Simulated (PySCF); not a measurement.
# Induced dipoles and field energies

Species: C4H9NSSi2.
Structure used (PBE0-D3(BJ)/def2-SVP), in Å, numbered top down from 1:
```
atom  x, y, z in Å
C1    -3.8111   -0.2956   -0.3173
S2    -2.3997   -1.4272   -0.1030
Si3   -0.7882   -0.0401   -0.2958
C4     0.7459   -1.0979   -0.0216
C5     2.0360   -0.6926   -0.0761
Si6    2.5890    1.0794   -0.4609
C7     3.0945   -1.6278    0.1565
N8     3.9912   -2.3431    0.3368
H9    -4.7197   -0.8990   -0.1923
H10   -3.8190    0.1505   -1.3218
H11   -3.8084    0.4973    0.4442
H12   -0.8899    1.0501    0.7237
H13   -0.7736    0.5991   -1.6479
H14    0.5632   -2.1575    0.2070
H15    1.3630    1.9176   -0.5979
H16    3.3658    1.0898   -1.7332
H17    3.4405    1.5848    0.6529
```

Level: B3LYP/def2-SVPD (PySCF); nuclei fixed, core orbitals frozen in the response. Permanent dipole (-3.834, 3.388, -0.773) D (1 au = 2.5417 D). Static polarisability (au):

```
x   186.80  -2.67   3.11
y    -2.67 123.50  -6.36
z     3.11  -6.36  95.10
```

Only the terms in μ and α are kept: μ(F) = μ + αF and ΔE = −μ·F − ½ F·αF.

Problem. What do fields of 0.514 V/Å (0.01 au) along the six axis directions do?

Solution. 
| field along | induced x (D) | induced y (D) | induced z (D) | total size (D) | −μ·F (kJ/mol) | −½F·αF (kJ/mol) |
| --- | --- | --- | --- | --- | --- | --- |
| +x | 4.748 | -0.068 | 0.079 | 3.513 | +39.603 | -24.522 |
| −x | -4.748 | 0.068 | -0.079 | 9.291 | -39.603 | -24.522 |
| +y | -0.068 | 3.139 | -0.162 | 7.662 | -34.996 | -16.212 |
| −y | 0.068 | -3.139 | 0.162 | 3.824 | +34.996 | -16.212 |
| +z | 0.079 | -0.162 | 2.417 | 5.217 | +7.985 | -12.484 |
| −z | -0.079 | 0.162 | -2.417 | 6.172 | -7.985 | -12.484 |

Problem. For the field (-0.0050, -0.0090, 0.0050) au, what is the induced dipole, and what angle does it make with the field?

Solution. αF = (-2.273, -2.872, 1.315) D, at 10.6° to the field. The polarisability along this direction, F·αF/F², is 131.51 au, against a mean of 135.13 au.

Problem. Which field along μ doubles the dipole in that direction (linear response)?

Solution. The polarisability along the dipole is 162.14 au, so F = 2.0358 au / 162.14 au = 0.0126 au = 0.65 V/Å; higher-order terms are ignored.

Problem. What field makes μF equal to kT at 400 K?

Solution. kT = 1.2667 × 10⁻³ Eh, so F = 0.000622 au = 3.2 MV/cm.

Problem. A unit point charge sits 20 Å away. Estimate the induction energy −αe²/2R⁴ with the mean polarisability, treating the molecule as a point.

Solution. R = 37.79 bohr, so the energy is −135.1/(2 × 37.79⁴) Eh = -0.0869 kJ/mol. The charge–dipole term at its most favourable orientation, −μe/R², is -3.74 kJ/mol.

One conformer (not necessarily the lowest) at the PBE0-D3(BJ)/def2-SVP geometry, without solvent, vibrations or thermal averaging.

The run behind these numbers computed excited states as well. Cost: about 1.7 min of CPU time on one thread; the machine was shared, so the figure is rough.
